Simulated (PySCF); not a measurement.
# Li⁻ (lithium, charge -1): UHF calculation

Configuration: [He] 2s2, closed-shell 1S. Calculation: PySCF 2.14, in aug-cc-pCVTZ-DK with one added diffuse shell each of s, p, d, f type (8s7p5d3f, 75 functions); scalar relativity by spin-free X2C-1e.

```
Total energy                        : -7.428840 hartree
One-electron energy                 : -10.1821 hartree
Hartree (Coulomb) energy            : 4.5803 hartree
Exchange energy                     : -1.8271 hartree
⟨S²⟩                                : 0.0000
⟨L²⟩                                : 0.000
Sum of ⟨r⟩                          : 12.66 bohr
Sum of ⟨r²⟩                         : 88.28 bohr²
Langevin diamagnetic susceptibility : -69.9 ×10⁻⁶ cm³/mol
```

```csv
shell,electrons,mean orbital energy (hartree),"rms radius, mean of both spins (bohr)"
1s,2,-2.32321,0.668
2s,2,-0.01459,6.61
```
